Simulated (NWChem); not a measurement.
SOF anion

```xyz
3

O     -0.6136     1.2525     0.0000
S      0.5044     0.1733     0.0000
F     -0.3334    -1.4323     0.0000
```
Atoms are numbered in this order, from 1.

All runs: NWChem. Sets without diffuse functions describe the anion's extra electron poorly. Geometry: optimised at B3LYP/def2-SVPD. The highest occupied level is positive, so the extra electron may be held by the finite basis. B3LYP is NWChem's, with the RPA form of VWN correlation. Atomic charges in e: unrestrained fits to the electrostatic potential beside Mulliken populations; the two definitions need not agree.

Predict the results for B3LYP/def2-SVP. Quantities: ESP O1; Mulliken O1; ESP S2; Mulliken S2; ESP F3; Mulliken F3; relative RMS misfit of the potential (%).


```json
{
  "ESP O1": "-0.51",
  "Mulliken O1": "-0.68",
  "ESP S2": "-0.13",
  "Mulliken S2": "0.19",
  "ESP F3": "-0.35",
  "Mulliken F3": "-0.51",
  "relative RMS misfit of the potential (%)": "5"
}
```
